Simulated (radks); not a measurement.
Species: the cerium ion Ce29+. Configuration: [Ar] 3d10 4s1 (the NIST ground configuration).

Calculated with a radial shooting solver on a logarithmic mesh with Libxc functionals: Dirac Kohn-Sham, PBE, spin-unpolarised, spherical densities, point nucleus.

Energy parts (hartree):
part                       energy
total                  -8430.1871
kinetic                 9069.3862
electron-nucleus      -19383.9015
Hartree                 2059.5193
exchange-correlation    -175.1911

Orbitals (lengths in bohr, moments of r in powers of bohr; <r^-3> diverges for s and p1/2; r(max) is where P^2 peaks; r(90%) holds 90 % of the orbital's charge):
| orbital | occ. | eigenvalue (hartree) | r(max) | r(90%) | <r^4> | <r^-3> | small-component weight |
|---|---|---|---|---|---|---|---|
| 1s1/2 | 2 | -1516.557 | 0.01574 | 0.0443 | 1.774e-06 | - | 4.61e-02 |
| 2s1/2 | 2 | -273.5102 | 0.08911 | 0.162 | 0.0002891 | - | 1.01e-02 |
| 2p1/2 | 2 | -260.5084 | 0.06788 | 0.144 | 0.0001815 | - | 1.01e-02 |
| 2p3/2 | 4 | -244.0121 | 0.07312 | 0.152 | 0.0002260 | 7122 | 9.48e-03 |
| 3s1/2 | 2 | -85.55422 | 0.2525 | 0.401 | 0.01096 | - | 3.18e-03 |
| 3p1/2 | 2 | -80.08443 | 0.2389 | 0.393 | 0.01004 | - | 3.13e-03 |
| 3p3/2 | 4 | -76.71011 | 0.2499 | 0.409 | 0.01173 | 1499 | 2.97e-03 |
| 3d3/2 | 4 | -67.29759 | 0.1996 | 0.379 | 0.008532 | 248.6 | 2.85e-03 |
| 3d5/2 | 6 | -66.55705 | 0.2027 | 0.384 | 0.008950 | 226.3 | 2.80e-03 |
| 4s1/2 | 1 | -39.96943 | 0.5489 | 0.791 | 0.1712 | - | 1.32e-03 |

The highest occupied level is 4s1/2 at -1087.6 eV. For comparison, the ionisation energy in NIST's Atomic Spectra Database is 1103.5 eV (semi-empirical). In exact Kohn-Sham theory the highest level is minus the ionisation energy, but local and semilocal functionals leave it too shallow, through self-interaction and a potential that decays too fast; potentials with the right tail come closer. The density falls to 0.001 e/bohr^3 at r = 1.19 bohr.

Beside tabulated values, note that spin-unpolarised runs miss the spin-polarisation part of the exchange energy of open shells.
